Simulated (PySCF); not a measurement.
Species: `N[SiH2][SiH2]/C([SiH3])=C\F`. The columns A, B, C and D hold Mulliken, IAO, Hirshfeld and ESP-fitted charges (e) of one PBE0/pcSseg-1 density (PySCF), in a shuffled order. Coordinates in Å (GFN2-xTB); the density's dipole moment is (-0.03, 0.62, 0.89) D.

```
atom       x       y       z       A       B       C       D
  N1  -2.343   0.332   1.174  -1.009  -0.631  -0.839  -0.321
 Si2  -2.103  -0.870  -0.038  +0.560  +0.519  +0.621  +0.278
 Si3  -0.105  -0.386  -1.082  +0.106  +0.349  +0.432  +0.231
  C4   1.127   0.390   0.139  -0.211  -0.781  -0.578  -0.203
 Si5   2.546  -0.598   0.880  +0.298  +0.580  +0.625  +0.313
  C6   0.950   1.642   0.517  +0.029  +0.307  +0.169  +0.055
  F7  -0.075   2.400   0.044  -0.145  -0.290  -0.281  -0.074
  H8  -3.156   0.278   1.767  +0.402  +0.195  +0.262  +0.118
  H9  -2.149   1.295   0.954  +0.373  +0.201  +0.261  +0.099
 H10  -2.128  -2.126   0.724  -0.109  -0.093  -0.123  -0.084
 H11  -3.203  -0.971  -1.021  -0.154  -0.107  -0.155  -0.097
 H12   0.579  -1.575  -1.616  -0.058  -0.062  -0.104  -0.077
 H13  -0.215   0.550  -2.212  -0.029  -0.036  -0.092  -0.076
 H14   3.346   0.258   1.760  -0.080  -0.102  -0.118  -0.074
 H15   1.987  -1.716   1.644  -0.062  -0.076  -0.117  -0.073
 H16   3.385  -1.109  -0.205  -0.065  -0.076  -0.117  -0.074
 H17   1.551   2.218   1.209  +0.153  +0.104  +0.155  +0.060
```

Which column most likely holds the ESP-fitted charges?

A. Σ q r misses the density's dipole by 0.04 D (A), 0.72 D (D), 2.99 D (C), 3.34 D (B). Charges fitted to the outside potential are the only set here that is tied to the molecule's multipoles.

And the Hirshfeld charges?

D. The mean sizes are 0.136 e (D), 0.226 e (A), 0.265 e (B), 0.297 e (C), and Hirshfeld charges are commonly the smallest of these schemes.

As computed, A = ESP-fitted, B = Mulliken, C = IAO, D = Hirshfeld.

The ESP scheme fits charges at the nuclei, held to the total charge, to the electrostatic potential on points at 1.4 to 2.0 times the van der Waals radii. The IAO scheme counts the electrons in orthogonalised intrinsic atomic orbitals, a minimal basis polarised so that it spans the occupied orbitals exactly.

One conformer (not necessarily the lowest) at the GFN2-xTB geometry, without solvent, vibrations or thermal averaging.

Conformer computed: `[NH2:1][SiH2:2][SiH2:3]/[C:4]([SiH3:5])=[CH:6]\[F:7]`: N1–Si2–Si3–C4 33°, Si2–Si3–C4–Si5 103°, H–N1–Si2–Si3 -178°, H–N1–Si2–Si3 43°.
